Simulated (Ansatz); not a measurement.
Ansatz (a program for electronic structure) input:

Ansatz 0.2 input:
```yaml
crystal:
  periodic: [false, false, false]
  atoms:
    - {symbol: B, position_ang: [0.33423508, -0.03808845, 0.00001696]}
    - {symbol: H, position_ang: [-0.21473737, -1.05909410, 0.00774925]}
    - {symbol: H, position_ang: [-0.12348017, 1.02589257, 0.04596724]}
basis:
  gaussian:
    orbitals: def2-TZVP
hamiltonian:
  xc: b3lyp
  dispersion: d3bj
magnetization: {spin_polarized: true, initial_magnetization: 1}
relax: {f_tol: 0.002, max_steps: 150}
```

### Question
What final total energy does it print?

### Answer
-25.94708 Eh (B3LYP-D3(BJ)/def2-TZVP). The basis has 43 functions.
